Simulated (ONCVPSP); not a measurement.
## tantalum: one change to an ONCV potential, before and after

```json
{
 "Element": "tantalum",
 "Generator": "ONCVPSP 4.0.1",
 "Type": "optimised norm-conserving Vanderbilt (ONCV)",
 "Functional": "PW91",
 "Relativity": "fully relativistic",
 "Frozen core": "[Kr] 4d10 4f14",
 "Valence charge": "13",
 "Reference configuration": "5s2 5p6 5d3 (charge +2)",
 "Partial waves": "5s: rc 1.25 bohr, ncon 4, nbas 7, qcut 5.2 1/bohr, 1 projector; 5p: rc 2.05 bohr, ncon 4, nbas 9, qcut 7.5 1/bohr, 1 projector; 5d: rc 2.45 bohr, ncon 3, nbas 7, qcut 5.7 1/bohr, 2 projectors, debl 1.2 Ha",
 "Local potential": "polynomial inside 1.05 bohr (lpopt 1, dvloc0 6 Ha)",
 "Core correction": "Teter function, fcfact 3.75, rcfact 1.45"
}
```

Open shells are filled in proportion to 2j + 1.

Change: local potential polynomial inside 1.05 bohr (lpopt 1, dvloc0 1 Ha).

Cutoffs: the cutoffs (Ha) at which the residual kinetic energy of the hardest occupied pseudo-wave falls to 1 and 0.1 mHa per electron; they do not see the model core or the augmentation charge, which bear on the density cutoff. Errors are all-electron minus pseudo energies relative to the spin-unpolarised reference configuration.

**Question.** What does the change do?

**Answer.** The potential gets neither clearly harder nor softer (74 Ha and 88 Ha → 74 Ha and 88 Ha); a bound ghost appears in s, which as a rule spoils a file; the number of tests with a reliable result goes from 4 to 2. In the separable form a ghost depends on how the local part lies against the semilocal potential of the channel, so the choice of the local part can create or remove one.

| quantity | base | changed |
| --- | --- | --- |
| cutoff, loose | 74 Ha | 74 Ha |
| cutoff, tight | 88 Ha | 88 Ha |
| bound ghosts | none | s |
| GHOST(+) flags under 300 eV | none | none |
| tests with a reliable result | 4 of 4 | 2 of 4 |
| error for 5s2 5p6 5d2, meV [ΔE 23.67 eV] | +1.8 | +1.9 |
| error for 5s2 5p6 5d3 6p1, meV [ΔE -9.97 eV] | +161 | +182 |
| s: phases at 1.27 bohr within 0.05 rad from the reference energy up to (Ha; the scan ends near 5) | -0.4 | -1.4 |
| p3/2: phases at 2.08 bohr within 0.05 rad from the reference energy up to (Ha; the scan ends near 5) | -0.4 | -0.4 |
| p1/2: phases at 2.08 bohr within 0.05 rad from the reference energy up to (Ha; the scan ends near 5) | -0.7 | -0.7 |
| d5/2: phases at 2.48 bohr within 0.05 rad from the reference energy up to (Ha; the scan ends near 5) | to the end of the scan | 4.8 |
| d3/2: phases at 2.48 bohr within 0.05 rad from the reference energy up to (Ha; the scan ends near 5) | to the end of the scan | to the end of the scan |
| rms error of d²Exc/dni dnj with the model core, mHa | 4.54 | 4.54 |

 A true bound ghost makes a file unfit for plane-wave use even where its test errors are small: the radial tests pick states by their node count and pass the ghost by.
